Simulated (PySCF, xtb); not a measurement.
CHBClNO2, SMILES O=C=NB(O)Cl.

Coordinates come from a TPSSh-D3(BJ)/def2-SVP optimisation. This is a generated structure with no PubChem entry under its InChIKey; it may be hypothetical. One conformer was computed; it need not be the lowest.

Level of theory: IEF-PCM-B3LYP/def2-SVP run with PySCF 2.14.0.

The values are the electrostatic part of the solvation free energy, E(continuum) − E(gas) at the gas-phase geometry, in a cavity of scaled van der Waals radii (PySCF's table); cavitation and dispersion terms are not included. In vacuum the orbital gap is 7.60 eV. The dipole moment in vacuum is 2.35 D.

```json
[
 {"solvent": "water", "ε": "78.36", "ΔG(elec) (kcal/mol)": "-5.0", "dipole (D)": "2.89", "gap (eV)": "7.66"},
 {"solvent": "tetrahydrofuran", "ε": "7.43", "ΔG(elec) (kcal/mol)": "-4.1", "dipole (D)": "2.79", "gap (eV)": "7.65"},
 {"solvent": "dimethylsulfoxide", "ε": "46.83", "ΔG(elec) (kcal/mol)": "-4.9", "dipole (D)": "2.88", "gap (eV)": "7.66"}
]
```

For comparison, GFN2-xTB/ALPB(water) (xtb, at the GFN2-xTB geometry, all terms of that model) gives -6.1 kcal/mol.
